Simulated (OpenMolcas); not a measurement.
# Au2+: moving or changing the point charges

Au2+ among 5 point charges of -1.5 e arranged as a trigonal bipyramid (D3h), 1.96 Å from the ion, with the axial distance 1.921 Å.
```
   1.9600    0.0000    0.0000  -1.50
  -0.9800    1.6974    0.0000  -1.50
  -0.9800   -1.6974    0.0000  -1.50
   0.0000    0.0000    1.9208  -1.50
   0.0000    0.0000   -1.9208  -1.50
```

- Program: OpenMolcas 26.06
- Method: SS-CASPT2, IPEA 0.25 Eh, imaginary shift 0.1 Eh (closed shells correlated: 4f 5s 5p)
- Basis: ANO-RCC-VDZP [7s6p4d2f]
- Scalar Hamiltonian: DKH2, point nucleus
- Active space: 9 electrons in 5 orbitals (5d)
- State averaging: 2S+1 = 2 even, 5 roots
- Spin-orbit coupling: RASSI with atomic mean-field integrals over the reference wave functions

Runs around this geometry, states (labels of D3, the rotations of D3h). Energies in cm-1 above the lowest state or level, χT in cm3 K/mol.

| R (Å) | q (e) | Axial / equatorial distance | Ground state | First state of that spin | First gap with spin-orbit (degeneracies) | χT at 300 K |
| --- | --- | --- | --- | --- | --- | --- |
| 1.96 | -0.98 | 0.98 | 2A1 | 2E 6560 | 4740 (2, 2) | 0.931 |
| 1.87 | -1.5 | 0.98 | 2A1 | 2E 11350 | 8880 (2, 2) | 0.839 |
| 1.96 | -1.5 | 0.98 | 2A1 | 2E 9720 | 7500 (2, 2) | 0.872 |
| 2.06 | -1.5 | 0.98 | 2A1 | 2E 8100 | 6140 (2, 2) | 0.903 |
| 1.96 | -1.5 | 1.06 | 2A1 | 2E 6680 | 4710 (2, 2) | 0.910 |

Taking the first state of the same spin as R^-n, n = -ln(8100 / 11350) / ln(2.06 / 1.87) = 3.5 between the shortest and longest distance.

Scaling the charges by -0.98 / -1.5 = 0.65 scales the first state of the same spin by 6560 / 9720 = 0.67; with fixed orbitals a first-order splitting would follow the charge.

Roots that are degenerate in the reference are averaged as groups; the widest CASPT2 spread within a group is 81 cm-1 (the 2-fold group of multiplicity 2 near 11600 cm-1 above the lowest state of its run, R = 1.87, q = -1.5, ratio = 0.98). Shifts and gaps below about the spread of the groups concerned are not significant. Free-ion shares, where given, are those of the reference states; single-state CASPT2 does not remix them. This is an electrostatic model: the charges have no orbitals. No measured value stands beside these numbers.
